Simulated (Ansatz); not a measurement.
Gas-phase electronic energies from Ansatz, PBE0-D4/def2-TZVP geometries. CBS: MP2 limit from def2 TZ/QZ plus the TZ coupled-cluster correction, frozen cores. This one scheme is used for every species. Functionals use def2-TZVPP. HSE06 is defined as in plane-wave codes. One conformer a species, not always the lowest.

Consider the ligand exchange at the Si–O bond: `O[SiH](F)F` + `BN` → `BN[SiH](F)F` + H₂O.

```csv
species,HSE06-D4 energy (Eh)
`O[SiH](F)F`,-565.52570
`BN`,-81.96105
`BN[SiH](F)F`,-571.08730
H₂O,-76.37741
```

**Question.** Work out ΔE.

**Answer.** ΔE = (-571.08730) + (-76.37741) − (-565.52570) − (-81.96105) = 0.02204 Eh = +13.8 kcal/mol. CCSD(T)/CBS gives +13.2 kcal/mol.

Largest T1 diagnostic among the species: 0.012.

In def2-TZVPP, CCSD(T) changes the Hartree–Fock value by −1.9 kcal/mol (the triples alone add −0.2 kcal/mol) and MP2 by −1.9 kcal/mol. Leaving LDA and LC-ωPBE aside and taking each functional with its dispersion term where it has one, the values, not all of them listed here, spread over 2.3 kcal/mol, from revPBE-D4 to B2PLYP. At CCSD(T), def2-SVP lies +0.9 kcal/mol from the extrapolated value and def2-TZVPP +0.7 kcal/mol.
